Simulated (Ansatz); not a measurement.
Two isomers of C3H8SSi: A = `C=CS[SiH2]C`, B = `C[SiH2]CC=S`.

Gas-phase electronic energies from Ansatz, PBE0-D4/def2-TZVP geometries. CCSD(T)/CBS adds triple-zeta CCSD(T) − MP2 to the extrapolated MP2 energy (def2 sets, frozen cores). Functionals use def2-TZVPP. B3LYP here is the variant with VWN-RPA as its local correlation; programs differ in this. Each species was taken in one conformer, which may not be the lowest.

Problem. Which is lower in electronic energy at CCSD(T)/CBS, and by how much? (An estimate is asked.)

Solution. The calculation gave: A, by 10.6 kcal/mol.

Problem. Give E(B) − E(A) in kcal/mol with CCSD/def2-TZVPP, ωB97M-V, B3LYP-D4, MP2/def2-TZVPP, r2SCAN-D4, PBE0-D4, BLYP-D4. (Best estimate.)

Solution. Computed: CCSD/def2-TZVPP 10.2, ωB97M-V 10.5, B3LYP-D4 10.6, MP2/def2-TZVPP 9.6, r2SCAN-D4 10.7, PBE0-D4 10.9, BLYP-D4 10.1. None reverses the order clearly.

Problem. Does the order hold for the free energy at 298.15 K (harmonic terms from PBE0-D4)? (Best estimate.)

Solution. Ansatz gave: Yes: G(B) − G(A) = +11.3 kcal/mol, for one conformer each. Modes under 60 cm⁻¹, often nearly free rotors, make the harmonic entropy too high.

Largest T1 diagnostic: 0.015.

Leaving LDA and LC-ωPBE aside and taking each functional with its dispersion term where it has one, the values, not all of them listed here, spread over 1.3 kcal/mol, from BLYP-D4 to BHLYP-D4. LDA lies −0.9 kcal/mol from PBE without D4. From BLYP to BHLYP (50 % exact exchange), in def2-TZVPP and without D4, E(B) − E(A) moves by +1.0 kcal/mol.
